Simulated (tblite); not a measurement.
Species: C4H10O2SeSi.
Atom-mapped SMILES: `[CH3:1][O:2][C@H:3]([CH:4]=[O:5])[Se:6][CH2:7][SiH3:8]` (hydrogens: H9, H10, H11 on C1; H12 on C3; H13 on C4; H14, H15 on C7; H16, H17, H18 on Si8)

Computed with GFN2-xTB (tblite), gas phase: L-BFGS steps from a force-field or distance-geometry start until the largest atomic force falls under 0.01 eV/Å.

Step 72: E = -725.3371 eV
```
atom  x, y, z in Å  |  force x, y, z in eV/Å
C1     -3.1048    0.5031   -1.2870    0.020  -0.015   0.011
O2     -2.4557    0.6779   -0.0439    0.049   0.001  -0.022
C3     -1.3156   -0.0555    0.1075    0.034   0.016  -0.008
C4     -0.7279    0.0230    1.4664   -0.030  -0.016  -0.043
O5      0.0125   -0.8104    1.9299    0.033  -0.053   0.031
Se6     0.3026    0.9147   -0.7736   -0.032   0.043   0.003
C7      1.5938   -0.5479   -0.7288    0.061  -0.104   0.011
Si8     3.4270   -0.0087   -0.6759    0.049   0.017   0.007
H9     -3.6506   -0.4473   -1.3119    0.005   0.034   0.027
H10    -2.3796    0.5130   -2.1081   -0.016   0.110  -0.015
H11    -3.7969    1.3376   -1.3857   -0.005  -0.067  -0.054
H12    -1.3510   -1.0575   -0.3422    0.065   0.037   0.096
H13    -0.9734    0.9612    1.9957    0.013  -0.032  -0.079
H14     1.4035   -1.1965   -1.5828   -0.073  -0.014  -0.053
H15     1.3709   -1.0995    0.1846   -0.039  -0.030   0.086
H16     3.6740    0.7058    0.5711   -0.010   0.015   0.038
H17     4.2028   -1.2543   -0.7416   -0.060   0.062   0.002
H18     3.7596    0.8476   -1.8151   -0.065  -0.006  -0.037
```

Step 73: E = -725.3400 eV
```
atom  x, y, z in Å  |  force x, y, z in eV/Å
C1     -3.0987    0.5045   -1.2869    0.044   0.004  -0.009
O2     -2.4522    0.6757   -0.0421    0.035   0.026  -0.044
C3     -1.3109   -0.0567    0.1056    0.013  -0.012   0.038
C4     -0.7300    0.0212    1.4684   -0.049   0.052  -0.089
O5      0.0080   -0.8084    1.9383    0.082  -0.124   0.054
Se6     0.3001    0.9110   -0.7756   -0.005   0.065  -0.008
C7      1.5926   -0.5520   -0.7305    0.028  -0.080   0.023
Si8     3.4234   -0.0072   -0.6773    0.059   0.020   0.022
H9     -3.6424   -0.4455   -1.3137    0.013  -0.016   0.001
H10    -2.3712    0.5241   -2.1086   -0.068   0.094   0.033
H11    -3.7973    1.3331   -1.3814   -0.002  -0.026  -0.059
H12    -1.3503   -1.0591   -0.3414    0.072   0.019   0.084
H13    -0.9756    0.9626    1.9907    0.000  -0.013  -0.057
H14     1.3994   -1.1983   -1.5854   -0.058  -0.026  -0.052
H15     1.3661   -1.1015    0.1827   -0.026  -0.046   0.087
H16     3.6784    0.7025    0.5714   -0.028   0.028   0.025
H17     4.2076   -1.2466   -0.7340   -0.056   0.037  -0.018
H18     3.7441    0.8467   -1.8214   -0.054  -0.002  -0.031
```

Step 74: E = -725.3429 eV
```
atom  x, y, z in Å  |  force x, y, z in eV/Å
C1     -3.0891    0.5078   -1.2873   -0.027  -0.074   0.001
O2     -2.4497    0.6704   -0.0376    0.007   0.031  -0.082
C3     -1.3075   -0.0611    0.1080    0.009  -0.025   0.054
C4     -0.7313    0.0193    1.4725   -0.041   0.081  -0.094
O5      0.0042   -0.8065    1.9516    0.089  -0.135   0.045
Se6     0.2954    0.9071   -0.7772    0.035   0.056  -0.006
C7      1.5911   -0.5579   -0.7331   -0.028  -0.038   0.032
Si8     3.4194   -0.0050   -0.6796    0.035   0.033   0.025
H9     -3.6316   -0.4459   -1.3250    0.081   0.041  -0.005
H10    -2.3597    0.5424   -2.1065   -0.060   0.071   0.038
H11    -3.7948    1.3297   -1.3788   -0.008   0.013  -0.043
H12    -1.3472   -1.0649   -0.3343    0.064  -0.002   0.058
H13    -0.9788    0.9652    1.9840   -0.001   0.003  -0.021
H14     1.3929   -1.1990   -1.5913   -0.031  -0.033  -0.016
H15     1.3603   -1.1039    0.1818   -0.006  -0.059   0.054
H16     3.6790    0.7033    0.5691   -0.042   0.043   0.016
H17     4.2094   -1.2379   -0.7267   -0.031  -0.010  -0.033
H18     3.7291    0.8432   -1.8309   -0.045   0.004  -0.022
```

Step 75: E = -725.3453 eV
```
atom  x, y, z in Å  |  force x, y, z in eV/Å
C1     -3.0858    0.5080   -1.2885   -0.026  -0.017  -0.015
O2     -2.4480    0.6713   -0.0389   -0.004   0.037  -0.047
C3     -1.3073   -0.0619    0.1093    0.006  -0.010   0.037
C4     -0.7312    0.0178    1.4721   -0.006   0.077  -0.055
O5     -0.0043   -0.8139    1.9557    0.072  -0.112   0.027
Se6     0.2958    0.9073   -0.7718    0.064   0.018  -0.002
C7      1.5909   -0.5633   -0.7313   -0.065   0.008   0.031
Si8     3.4181   -0.0023   -0.6796   -0.013   0.031   0.026
H9     -3.6251   -0.4447   -1.3276    0.075  -0.036  -0.020
H10    -2.3553    0.5521   -2.1058   -0.061   0.046   0.021
H11    -3.7985    1.3235   -1.3820    0.005   0.042  -0.022
H12    -1.3452   -1.0665   -0.3281    0.048  -0.026   0.021
H13    -0.9665    0.9698    1.9764   -0.009   0.015   0.008
H14     1.3870   -1.1968   -1.5953   -0.006  -0.033   0.034
H15     1.3584   -1.1093    0.1844    0.005  -0.052   0.004
H16     3.6815    0.7050    0.5689   -0.050   0.052   0.011
H17     4.2086   -1.2318   -0.7232    0.001  -0.051  -0.041
H18     3.7181    0.8419   -1.8360   -0.038   0.012  -0.019
```

**Question.** Estimate the geometry and energy of step 76. (The exact step hangs on the optimiser's Hessian estimate; all steps are aligned on step 75, rigid shifts and turns removed.)

**Answer.** E = -725.3471 eV, largest force 0.126 eV/Å
```
atom  x, y, z in Å  |  force x, y, z in eV/Å
C1     -3.0774    0.5106   -1.2926   -0.019  -0.031  -0.028
O2     -2.4540    0.6644   -0.0331   -0.021   0.006  -0.084
C3     -1.3135   -0.0678    0.1207    0.013   0.005  -0.002
C4     -0.7319    0.0184    1.4793    0.058   0.009   0.013
O5     -0.0094   -0.8171    1.9671   -0.002  -0.010  -0.028
Se6     0.2899    0.9030   -0.7642    0.073  -0.021   0.014
C7      1.5878   -0.5687   -0.7326   -0.070   0.034   0.026
Si8     3.4144    0.0012   -0.6833   -0.050   0.012   0.019
H9     -3.6084   -0.4481   -1.3540    0.124   0.022  -0.003
H10    -2.3366    0.5770   -2.1010   -0.087   0.020   0.050
H11    -3.7973    1.3204   -1.3858    0.012   0.032   0.000
H12    -1.3477   -1.0755   -0.3086    0.037  -0.028  -0.006
H13    -0.9581    0.9769    1.9753   -0.001   0.006   0.028
H14     1.3819   -1.1940   -1.6033    0.007  -0.028   0.079
H15     1.3585   -1.1200    0.1820    0.005  -0.037  -0.035
H16     3.6777    0.7177    0.5599   -0.053   0.052   0.009
H17     4.2049   -1.2281   -0.7193    0.013  -0.057  -0.039
H18     3.7105    0.8357   -1.8478   -0.038   0.014  -0.014
```

The energy changes by -0.0018 eV. The first-order estimate −F·Δx gives -0.0030 eV and the mean of the old and new forces, exact on a quadratic surface, -0.0018 eV. The step makes an angle of 81° with the force vector and moves no atom by more than 0.032 Å.

What follows is the cost of the whole relaxation. On one thread of an Arm Neoverse N1, shared host with 64 logical CPUs at a one-minute load of 61, this took 2.3 s.
